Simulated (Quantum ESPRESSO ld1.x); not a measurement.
Au LXIX, configuration [Ne] 3s1 (the NIST ground configuration). All-electron calculation, Dirac Kohn-Sham, PBE, spin-unpolarised, spherical densities, point nucleus. Program: ld1.x of Quantum ESPRESSO 7.5.

Radial electron density D(r) = 4 pi r^2 rho(r):

```
   r/bohr * D(r) (the largest magnitude, 122, reaches the edge; | marks zero)
0.0007049 |  *
0.0007884 |  *
0.0008749 |   *
0.0009785 |    *
 0.001086 |    *
 0.001205 |     *
 0.001348 |      *
 0.001495 |       *
 0.001659 |         *
 0.001856 |          *
 0.002059 |            *
 0.002303 |              *
 0.002556 |                *
 0.002836 |                  *
 0.003172 |                     *
 0.003519 |                        *
 0.003905 |                           *
 0.004368 |                              *
 0.004847 |                                 *
 0.005421 |                                    *
 0.006015 |                                       *
 0.006675 |                                          *
 0.007466 |                                             *
 0.008284 |                                               *
 0.009266 |                                                *
  0.01028 |                                                 *
  0.01141 |                                                 *
  0.01276 |                                                *
  0.01416 |                                               *
  0.01571 |                                             *
  0.01757 |                                           *
   0.0195 |                                          *
  0.02181 |                                        *
   0.0242 |                                       *
  0.02685 |                                        *
  0.03003 |                                         *
  0.03332 |                                            *
  0.03698 |                                               *
  0.04136 |                                                   *
  0.04589 |                                                     *
  0.05133 |                                                      *
  0.05696 |                                                     *
   0.0632 |                                                 *
  0.07069 |                                           *
  0.07844 |                                   *
  0.08773 |                           *
  0.09735 |                    *
    0.108 |              *
   0.1208 |         *
   0.1341 |      *
   0.1488 |     *
   0.1664 |   *
   0.1846 |  *
   0.2065 | *
   0.2291 | *
   0.2542 |*
   0.2844 *
   0.3155 *
   0.3501 *
   0.3916 *
   0.4345 *
    0.486 *
   0.5393 *
```

D(r) has 2 maxima, at r = 0.0110, 0.0509 bohr, and minima at 0.0246 bohr, inside which lie 2.14 electrons.
